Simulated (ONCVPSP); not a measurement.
# nitrogen: ONCV pseudisation with PBEsol, scalar-relativistic reference atom.

- Element: nitrogen
- Generator: ONCVPSP 4.0.1
- Type: optimised norm-conserving Vanderbilt (ONCV)
- Functional: PBEsol
- Relativity: scalar-relativistic
- Frozen core: [He]
- Valence charge: 5
- Reference configuration: 2s1.75 2p3.25
- Partial waves: 2s: rc 1.00 bohr, ncon 3, nbas 8, qcut 6.2 1/bohr, 3 projectors, debl 2.6 Ha; 2p: rc 1.50 bohr, ncon 4, nbas 8, qcut 10.2 1/bohr, 2 projectors, debl 2.2 Ha; d scattering state at 0.45 Ha: rc 1.00 bohr, ncon 3, nbas 6, qcut 10.8 1/bohr, local
- Local potential: the d channel
- Core correction: none

Poles of the logarithmic derivatives, all-electron (AE) and pseudo (PS). s: poles at 4.7 (AE) and 4.7 (PS) Ha. p: poles at 0.7 (AE) and 0.7 (PS) Ha. d: poles at no energy (AE) and no energy (PS) Ha. Test radii: s 1.01, p 1.52, d 1.01 bohr.

- Cutoffs needed: 35 Ha and 186 Ha (the cutoffs (Ha) at which the residual kinetic energy of the hardest occupied pseudo-wave falls to 1 and 0.1 mHa per electron)
- Ghost test: no bound ghost flagged; GHOST(+) flags only above 600 eV
- Largest excitation error: +138 meV (all-electron minus pseudo) for 2s2 2p1, out of 4 test configurations
